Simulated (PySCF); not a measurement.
Vertical excitations of a molecule C₅H₄F₂ from TDDFT-PBE/def2-SVPD (PySCF 2.14.0), as energy in eV (oscillator strength): 4.07 (0.000), 4.98 (0.307), 5.31 (0.000), 5.71 (0.004), 5.97 (0.000), 6.13 (0.068), 6.18 (0.001), 6.85 (0.002), 6.93 (0.146), 7.06 (0.000). Lowest triplet (TDA): 3.04 eV. The structure is a stationary point at PBE0-D3(BJ)/def2-SVP. One conformer was computed; it need not be the lowest.

Task: Which structure fits?
(A) FC1=CCC=C1F
(B) C#C[C@@H](F)/C=C\F
(C) C=C=C(F)/C=C\F
(D) C#CCC=C(F)F

Result: C, C=C=C(F)/C=C\F
